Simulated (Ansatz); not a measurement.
C8H14 can be A, `CCC1=CCCCC1`, or B, `CCC#CCCCC`.

Program: Ansatz. Geometries: PBE0-D4/def2-TZVP. ΔE: electronic, gas phase. CBS: MP2 limit from def2 TZ/QZ plus the TZ coupled-cluster correction, frozen cores. DFT in def2-TZVPP. B3LYP here is the variant with VWN-RPA as its local correlation; programs differ in this. One conformer a species, not always the lowest.

Which isomer does CCSD(T)/CBS put lower? Give the gap. (An estimate is asked.)

Ansatz gave: A, by 129.3 kJ/mol.

Give E(B) − E(A) in kJ/mol with HF/def2-TZVPP, CCSD(T)/def2-TZVPP, LDA (SPW92), r2SCAN-D4, PBE0-D4, B3LYP-D4, CCSD/def2-TZVPP. (Estimate.)

The calculation gave: HF/def2-TZVPP 104.7, CCSD(T)/def2-TZVPP 130.5, LDA (SPW92) 165.9, r2SCAN-D4 135.1, PBE0-D4 145.8, B3LYP-D4 124.0, CCSD/def2-TZVPP 128.4. None reverses the order clearly.

Largest T1 diagnostic: 0.010.

From r2SCAN to r2SCAN0 (25 % exact exchange), in def2-TZVPP and without D4, E(B) − E(A) moves by +7.3 kJ/mol. In def2-TZVPP, CCSD(T) changes the Hartree–Fock value by +25.8 kJ/mol (the triples alone add +2.1 kJ/mol) and MP2 by +23.1 kJ/mol.
